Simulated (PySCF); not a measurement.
**Which basis set comes closest?**

Molecule: SMILES [Si](Cl)(Cl)(Cl)Cl, Cl4Si.

Geometry:
```json
{"atom": "Cl1", "x (Å)": "-1.175", "y (Å)": "-1.184", "z (Å)": "-1.167"}
{"atom": "Si2", "x (Å)": "0.003", "y (Å)": "0.001", "z (Å)": "-0.007"}
{"atom": "Cl3", "x (Å)": "-0.741", "y (Å)": "1.894", "z (Å)": "0.005"}
{"atom": "Cl4", "x (Å)": "0.035", "y (Å)": "-0.727", "z (Å)": "1.892"}
{"atom": "Cl5", "x (Å)": "1.894", "y (Å)": "0.021", "z (Å)": "-0.758"}
```

Geometry PBE0-D3(BJ)/def2-SVP throughout; GIAO in PySCF 2.14, gas phase, one conformer, non-relativistic; equivalent atoms averaged; functional PBE0.

Reference values (measured; Pure Appl. Chem., pac-2019-0202, supplement (literature 29Si shifts of SiX4)): δ(Si2) = -20.0 ppm vs TMS. Computed shifts are taken against TMS, calculated as an isolated molecule at each level.

Task: How do the basis sets STO-3G, 6-31G, pcSseg-0, 6-31G*, def2-SVP, cc-pVDZ, pcSseg-1, aug-cc-pVDZ, cc-pVTZ, 6-311+G(2d,p), def2-TZVP, pcSseg-2, IGLO-III perform against the reference? Times are CPU seconds on shared hosts with different chips, so compare them loosely.

Result: 
| basis set | functions | Si2 | abs. error Si | core-s |
| --- | --- | --- | --- | --- |
| STO-3G | 45 | 16.2 | 36.2 | 2.2 |
| 6-31G | 65 | 97.7 | 117.7 | 4.3 |
| pcSseg-0 | 65 | 109.8 | 129.8 | 3.1 |
| 6-31G* | 90 | 42.0 | 62.0 | 5.7 |
| def2-SVP | 90 | 27.9 | 47.9 | 4.5 |
| cc-pVDZ | 90 | 21.4 | 41.4 | 5.1 |
| pcSseg-1 | 120 | 19.5 | 39.5 | 5.5 |
| aug-cc-pVDZ | 135 | 6.6 | 26.6 | 9.2 |
| cc-pVTZ | 170 | 8.7 | 28.7 | 13 |
| 6-311+G(2d,p) | 175 | 12.3 | 32.3 | 12 |
| def2-TZVP | 185 | 5.5 | 25.5 | 14 |
| pcSseg-2 | 215 | 9.7 | 29.7 | 19 |
| IGLO-III | 220 | 3.6 | 23.6 | 16 |

For ²⁹Si the closest is IGLO-III (23.6 ppm) and the furthest pcSseg-0 (129.8 ppm). Where a smaller basis beats a larger one, errors probably cancel; the largest sets show where the functional converges. One molecule is a small sample, and vibrational and solvent effects are absent from the calculation.

A small basis that lands close on one nucleus may do so by chance; judge by the trend and by all nuclei.
